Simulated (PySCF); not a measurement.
Si(H)(SiH3) (H₄Si₂), SMILES [SiH][SiH3] (connectivity only; charge and spin as stated), neutral, multiplicity 1. Heavy atoms are numbered as in [SiH:1][SiH3:3]. Hydrogens are named by the atom that carries them.

Coordinates come from a PBE0-D3(BJ)/def2-TZVP optimisation. The isomer is the one that the SMILES or the coordinates give; other isomers of the formula were not compared.

Level of theory: PySCF with B3LYP/pcSseg-2.

GIAO shieldings, no solvent; atoms alike by connectivity are averaged. δ = σ(ref) − σ: ²⁹Si against TMS (σ = 325.2 ppm); ¹H against TMS (σ = 31.68 ppm), references at their B3LYP-D3(BJ)/def2-TZVP geometries, non-relativistic.

Computed chemical shifts:
| nucleus | atoms | count | δ (ppm) |
|---|---|---|---|
| ²⁹Si | Si1 (SiH) | 1 | 1129.3 |
| ²⁹Si | Si3 (SiH3) | 1 | -82.1 |
| ¹H | H on Si1 | 1 | 20.11 |
| ¹H | H on Si3 | 3 | 4.33 |
